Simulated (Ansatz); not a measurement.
Basis-set extrapolation for `O[SiH2]S[SiH](Cl)Cl` (PBE0-D4/def2-TZVP geometry, frozen core, Ansatz 0.2.0). Multiplicity 1, RHF reference.

```tsv
	def2-TZVPP	def2-QZVPP
HF	-1971.905522	-1971.963971
MP2 correlation	-1.031653	-1.127354
CCSD(T) correlation	-1.144490	not run
```

Energies in hartree. Use E(X) = E(∞) + A·exp(−7.88·√X) for Hartree–Fock and E(X) = E(∞) + B·X^(−2.97) for correlation, with X = 3 and 4, and add CCSD(T) minus MP2 of the smaller set to the MP2 limit.

Task: What is the CCSD(T) energy at the basis-set limit?

Result: HF limit: -1971.963971 + (-0.058449) × 0.13774 = -1971.97202. MP2 limit: -1.127354 + (-0.095701) × 0.74074 = -1.19824. Higher-order term: -1.144490 − (-1.031653) = -0.11284. Total: -1973.28310 hartree, 612.0 kJ/mol below CCSD(T)/def2-TZVPP.
